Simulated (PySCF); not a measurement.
**BeAl and its ions**

UHF-CCSD(T); basis Be def2-TZVP, Al def2-TZVP; no relativity; PySCF 2.14. Neutral (UHF): doublet (π ↑), Re = 2.453 Å, ωe = 367 cm⁻¹, De = 0.45 eV.

BeAl⁺ (RHF): singlet (closed shell), Re = 2.841 Å, ωe = 243 cm⁻¹, De = 0.53 eV to Be + Al⁺. The energies at the minima are -256.59153 hartree for BeAl and -256.37682 for BeAl⁺.

Problem. Work out the adiabatic ionisation energy, without and with harmonic zero-point energies (1 hartree = 27.2114 eV, 1 eV = 8065.5 cm⁻¹), and the change of the bond length.

Solution. At CCSD(T): 0.21471 hartree = 5.843 eV between the minima; the zero-point term (243.0 − 367.0)/2 cm⁻¹ = -0.008 eV makes it 5.835 eV. Re changes by +38.8 pm against the neutral. The electron leaves a π orbital, and the longer bond of the ion fits a bonding orbital, or a change in how ionic the bond is.

Correlated steps freeze 5 core orbitals. Weak bonds: BeAl. Basis-set superposition, not corrected here, can be much of De in a small basis, most of all at correlated wavefunction levels. For an ion De counts to the pair picked by the measured ionisation energies or electron affinities, which need not be the lowest pair at this level. States were picked by a PBE0 search and need not be the measured ground states.

Neutral and ion stand on different kinds of reference determinant, which adds to the error of the difference.
